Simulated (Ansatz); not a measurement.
The cluster Rb₂H₂⁻. Charge -1, multiplicity 2. Geometry r2SCAN-D4/def2-TZVP, that of the neutral singlet; atoms count from 1.

Cartesian coordinates in Å:
```
Rb 0.329 -0.953 -1.690
Rb -0.329 0.953 1.690
H -0.061 -1.561 0.869
H 0.061 1.561 -0.869
```

In the def2 sets Rb takes a core potential; there is no spin–orbit coupling. The highest occupied level of the charge -1 doublet lies above zero (up to 0.59 eV). Energy differences disagree on whether the electron is bound (positive means bound): 0.37 eV (vertical, to the charge 0 singlet, at PBE0-D4/def2-TZVPD), but -0.16 eV at CCSD/def2-TZVPD. The structure comes from a short search, and lower isomers may exist.

(1) Estimate the Mulliken populations from the PBE0/def2-TZVPD orbitals of Ansatz.

(2) Where does the spin sit?

(3) And the Mayer bond orders between bonded heavy atoms (over 0.3)?

Answers

(1) 
| atom | charge (e) | spin (α − β) |
| --- | --- | --- |
| Rb1 | 0.07 | 0.50 |
| Rb2 | 0.07 | 0.50 |
| H3 | -0.57 | 0.00 |
| H4 | -0.57 | 0.00 |
Mulliken values and Mayer orders depend strongly on the basis. With diffuse functions, as here, like atoms can get unlike values, and bond orders can come out too low or too high.

(2) Summed by element: Rb 1.01, H -0.01, of 1 unpaired in all. Largest on single atoms: Rb1 0.50, Rb2 0.50, H3 0.00.

(3) Rb1–Rb2 0.37 (3.94 Å).
